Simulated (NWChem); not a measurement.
KCl; SMILES [Cl][K]

```xyz
2

K      0.0000     0.0000    -1.2555
Cl     0.0000     0.0000     1.3988
```
Atoms are numbered in this order, from 1.

Results from NWChem. The geometry was optimised at PBE0/def2-SVP. GIAO values for the isolated, static molecule; σ is the absolute isotropic shielding.

For level PBE0/x2c-SVPall-s, scalar ZORA without spin-orbit coupling:

```yaml
"σ K1 (ppm)": 1270.3
"σ Cl2 (ppm)": 1021.6
```

Question: How do the values read with level PBE0/x2c-TZVPall-s, scalar ZORA without spin-orbit coupling instead?

Answer: The σ K1 (ppm) comes out as 1244.4 and the σ Cl2 (ppm) is 995.9.
